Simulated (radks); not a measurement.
These are the eigenvalues of the occupied orbitals of an atom or ion with whole-number occupations (hartree). Method: scalar-relativistic Kohn-Sham, PBE, spin-polarised, spherical densities, point nucleus; computed with a radial shooting solver on a logarithmic mesh with Libxc functionals.

orbital  eigenvalue
1s        -1265.410
2s        -274.7357
2p        -257.7112

Which element is it, and in what charge state? The configuration may be excited. Open shells, if any, are filled with parallel spins first.

Answer. Z = 52, tellurium, charge +42: Te42+ in [Ne]. The list shows which subshells hold electrons but not how many an open one holds; the 1s level, -1265.4 hartree, gives Z - s = 50.3 by -(Z - s)^2/2, which with screening and relativity narrows Z to a few neighbours, and the depths of the outer levels then fix element, charge and occupations together.
